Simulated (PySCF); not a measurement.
Isomers of C5H10FNSi. Method used: TDDFT CAM-B3LYP/def2-SVPD, vertical, gas phase, core orbitals frozen in the response (PySCF). Geometries: GFN2-xTB; one conformer of each isolated species. Triplets are in the Tamm–Dancoff approximation. 'Strongest' means the level of largest summed f among the lowest 8 singlets; it needn't be the same kind of state in each.

Problem. Rank by computed lowest triplet energy, lowest first.
A. `F[C@H]1C[C@@H](/C=N/[SiH3])C1`
B. `FC[C@@]1(N[SiH3])[C@@H]2C[C@@H]21`
C. `C=NC[SiH2]CC(=C)F`
D. `[H]/N=C1\CCC[C@@H]1[SiH2]F`

Solution. A (3.69 eV), C (4.13 eV), D (4.51 eV), B (6.08 eV).

```csv
SMILES,T1 (eV),f (strongest),α (au),S1 (eV),first f ≥ 0.01 (nm),HOMO (eV),S1 mainly
F[C@H]1C[C@@H](/C=N/[SiH3])C1,3.69,0.27,94.2,4.25,197,-8.36,H→L (95%)
C=NC[SiH2]CC(=C)F,4.13,0.22,96.0,4.94,185,-8.39,H-1→L (90%)
[H]/N=C1\CCC[C@@H]1[SiH2]F,4.51,0.15,86.1,5.20,180,-8.74,H→L (87%)
FC[C@@]1(N[SiH3])[C@@H]2C[C@@H]21,6.08,0.03,87.2,6.37,170,-8.40,H→L (72%)
```

H and L stand for HOMO and LUMO.

- `F[C@H]1C[C@@H](/C=N/[SiH3])C1`: Löwdin shares by element: HOMO nitrogen 55%, carbon 20% or more, silicon 10% (atoms not listed hold the other 16%); LUMO carbon 33% or more, nitrogen 31%, hydrogen 6% or more, silicon 6% (atoms not listed hold the other 24%).
- `C=NC[SiH2]CC(=C)F`: Löwdin shares by element: HOMO carbon 71% or more, fluorine 8% (atoms not listed hold the other 21%); LUMO carbon 33% or more, nitrogen 31%, hydrogen 16% or more (atoms not listed hold the other 20%).
- `[H]/N=C1\CCC[C@@H]1[SiH2]F`: Löwdin shares by element: HOMO nitrogen 53%, carbon 29% or more (atoms not listed hold the other 18%); LUMO carbon 43% or more, nitrogen 24% (atoms not listed hold the other 33%).
- `FC[C@@]1(N[SiH3])[C@@H]2C[C@@H]21`: Löwdin shares by element: HOMO nitrogen 53%, silicon 10%, hydrogen 7% or more, carbon 6% or more (atoms not listed hold the other 24%); LUMO silicon 30%, hydrogen 13% or more, carbon 10% or more (atoms not listed hold the other 48%).

Without π bonds the low states are Rydberg-like; a valence basis with one diffuse set may place them up to an eV too high.
